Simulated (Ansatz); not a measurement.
Ansatz (a program for electronic structure) input for CH3BiCl2, SMILES [CH3][Bi]([Cl])[Cl], PBE/def2-SVPD. Coordinates come from a B3LYP-D3(BJ)/def2-SVP optimisation. The structure was generated by enumeration; whether it is a known compound was not checked. The def2 effective core potentials stand for the cores of Bi; spin–orbit coupling is left out.

Ansatz 0.2 input:
```yaml
crystal:
  periodic: [false, false, false]
  atoms:
    - {symbol: Bi, position_ang: [-0.34224808, 0.29177212, 0.00000000]}
    - {symbol: Cl, position_ang: [0.38594464, -1.12095880, 1.92310912]}
    - {symbol: Cl, position_ang: [0.38594464, -1.12095880, -1.92310912]}
    - {symbol: C, position_ang: [1.59852373, 1.48690681, -0.00000001]}
    - {symbol: H, position_ang: [1.63779159, 2.10882549, -0.90574866]}
    - {symbol: H, position_ang: [1.63779160, 2.10882549, 0.90574863]}
    - {symbol: H, position_ang: [2.41774725, 0.75642155, -0.00000001]}
basis:
  gaussian:
    orbitals: def2-SVPD
hamiltonian:
  xc: {name: PBE}
```

It prints:

```
WARN ansatz: RAYON_NUM_THREADS=1 ignored (pool sized by the plan → 1); use --threads N
Functional definition: PBE
integrals: 0.07 GiB planned
1241 factors; their error is unknown
mean field: 0.43 GiB planned
mean field evaluation 1: about -31944.4700 eV, gradient 6.1e1 eV
mean field evaluation 2: about -31908.0995 eV, gradient 1.1e2 eV
mean field evaluation 4: about -31954.6486 eV, gradient 8.7e0 eV
mean field evaluation 8: about -31954.8981 eV, gradient 1.5e-1 eV
mean field evaluation 16: about -31954.8618 eV, gradient 1.1e-4 eV
mean field -31954.86180630 eV, -1174.3195115984 hartree, gradient 1.9e-5 eV, S^2 0.000000; 0 other end points of the search recorded, 0 dependent functions left out
reference -31954.86185470 eV, -1174.3195133767 hartree; 33, 33 occupied and 97, 97 virtual orbitals, 1241 factors
Total energy: -31954.86185470 eV, -1174.3195133767 hartree
```

Self-consistency was reached.
